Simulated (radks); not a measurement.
The numbers below are computed, except where a source is named.
Isoelectronic series with 8 electrons, each ion in its NIST ground configuration. Level of theory: scalar-relativistic Kohn-Sham, LDA (Slater exchange, Perdew-Wang correlation), spin-polarised, spherical densities, point nucleus; open shells are filled with parallel spins first (spin-orbit coupling, left out, can overturn this in heavy ions) (a radial shooting solver on a logarithmic mesh with Libxc functionals). Total energies (hartree) and mean radii <r> (bohr):

ion    configuration  E (hartree)  2p down   2p up  2s down   2s up
Ar10+   [He] 2s2 2p4   -473.35338   0.3496  0.3463   0.3940  0.3914
Ca12+   [He] 2s2 2p4   -595.78835   0.3061  0.3036   0.3475  0.3455
Ti14+   [He] 2s2 2p4   -732.60076   0.2721  0.2702   0.3107  0.3091
Cr16+   [He] 2s2 2p4   -883.87583   0.2450  0.2435   0.2809  0.2796
Fe18+   [He] 2s2 2p4  -1049.70854   0.2227  0.2215   0.2561  0.2551
Ni20+   [He] 2s2 2p4  -1230.20388   0.2041  0.2031   0.2353  0.2344
Zn22+   [He] 2s2 2p4  -1425.47707   0.1884  0.1875   0.2175  0.2168
Ge24+   [He] 2s2 2p4  -1635.65395   0.1748  0.1741   0.2021  0.2015
Se26+   [He] 2s2 2p4  -1860.87137   0.1631  0.1624   0.1887  0.1881
Kr28+   [He] 2s2 2p4  -2101.27763   0.1528  0.1522   0.1769  0.1764
Sr30+   [He] 2s2 2p4  -2357.03296   0.1436  0.1432   0.1664  0.1659
Zr32+   [He] 2s2 2p4  -2628.31012   0.1355  0.1351   0.1570  0.1566
